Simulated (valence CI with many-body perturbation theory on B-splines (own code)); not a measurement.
Results of a calculation; reference values are marked as such.
# Ni XXIV: what each term of the Hamiltonian does

Level of theory: relativistic CI+MBPT: three valence electrons over a frozen Dirac-Fock core [He], a basis of 11 s, 11 p, 9 d, 7 f, 5 g, 2 h, 1 i functions for each j, with the one-electron correlation potential Σ1, the two-electron term Σ2, the three-electron term Σ3, Breit, model QED; selected CI, second order for the rest (own B-spline code, finite nucleus).

No measured spectrum was set against this ion. As an estimate, levels of excited configurations hold to 0.05 to 0.15 % of their energy, terms of the ground configuration to about 0.5 %.

Each rung adds one term. CI alone is the Dirac-Coulomb CI over the frozen core; QED comes last and gives the full result, which names the levels. Energies are above 2s2 2p 2P°_1/2 on the same rung, in Ry.

Names give the largest LS component (configuration and term), which can be under half, so a name can repeat, a term be missing and a line seem to break the LS rules; names also repeat where a configuration has a term twice.

| Level | CI alone |
| --- | --- |
| 2s2 2p 2P°_3/2 | 1.536 |
| 2s 2p2 4P_1/2 | 4.189 |
| 2s 2p2 4P_3/2 | 4.962 |
| 2s 2p2 4P_5/2 | 5.638 |
| 2s 2p2 2D_3/2 | 7.762 |
| 2s 2p2 2D_5/2 | 8.154 |
| 2s 2p2 2P_1/2 | 8.759 |
| 2s 2p2 2S_1/2 | 10.375 |
| 2s 2p2 2P_3/2 | 10.537 |
| 2p3 4S°_3/2 | 13.087 |
| 2p3 2D°_3/2 | 14.519 |
| 2p3 2D°_5/2 | 14.971 |
| 2p3 2P°_1/2 | 16.337 |
| 2p3 2P°_3/2 | 17.219 |
| 2s2 3s 2S_1/2 | 87.673 |
| 2s2 3p 2P°_1/2 | 89.471 |

(1) What do these energies become with core correlation, Breit and QED?

(2) How does the ionisation energy move along the ladder, and which term matters most?

Results:

(1) 2s2 2p 2P°_3/2 1.494 (-0.0423); 2s 2p2 4P_1/2 4.167 (-0.0213); 2s 2p2 4P_3/2 4.916 (-0.0461); 2s 2p2 4P_5/2 5.547 (-0.0912); 2s 2p2 2D_3/2 7.688 (-0.0741); 2s 2p2 2D_5/2 8.057 (-0.0964); 2s 2p2 2P_1/2 8.713 (-0.0458); 2s 2p2 2S_1/2 10.299 (-0.0766); 2s 2p2 2P_3/2 10.421 (-0.1158); 2p3 4S°_3/2 12.975 (-0.1119); 2p3 2D°_3/2 14.414 (-0.1043); 2p3 2D°_5/2 14.818 (-0.1533); 2p3 2P°_1/2 16.233 (-0.1045); 2p3 2P°_3/2 17.070 (-0.1497); 2s2 3s 2S_1/2 87.621 (-0.0524); 2s2 3p 2P°_1/2 89.417 (-0.0541).

(2) CI alone 2131.9, + Σ1 2132.2, + Σ2 2132.2, + Σ3 2132.1, + Breit 2130.8, + QED 2130.9 eV. The largest step is Breit, -1.3 eV. NIST lists 2130.5 ± 0.9 eV (semi-empirical).
